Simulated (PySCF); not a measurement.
**Correlation energy of Te(2+) (tellurium, charge +2)**

Starting occupation: [Kr] 4d10 5s2 5p2, 5p3/2 with m_j = +1/2, +3/2. Computed with PySCF 2.14 in x2c-TZVPall-2c (8s9p5d2f, 74 functions), with X2C-1e with screened-nucleus spin-orbit coupling, Gaussian nucleus. Frozen: [Ar] 3d10; 22 electrons correlated; the 6 highest virtual spinors left out.

MP2 pair energies summed by pair of shells (mhartree):

| pair | energy | share (%) |
| --- | --- | --- |
| 4d-4d | -242.30 | 45.1 |
| 4d-4p | -71.07 | 13.2 |
| 4d-5s | -64.76 | 12.0 |
| 4d-5p | -40.53 | 7.5 |
| 5p-5s | -28.95 | 5.4 |
| 4p-4p | -28.06 | 5.2 |
| 4d-4s | -17.29 | 3.2 |
| 5s-5s | -12.71 | 2.4 |
| 4p-4s | -10.33 | 1.9 |
| 4p-5s | -8.59 | 1.6 |
| 5p-5p | -5.10 | 0.9 |
| 4p-5p | -4.43 | 0.8 |
| 4s-4s | -2.11 | 0.4 |
| 4s-5s | -0.74 | 0.1 |
| 4s-5p | -0.52 | 0.1 |

Total MP2 correlation energy: -537.49 mhartree.

The GHF reference relaxed away from the jj start to a determinant that is no pure jj level (⟨S²⟩ = 1.69, ⟨J²⟩ = 6.01); the energies belong to that determinant.

This basis was not built for core-valence correlation, so the inner-shell part is incomplete.
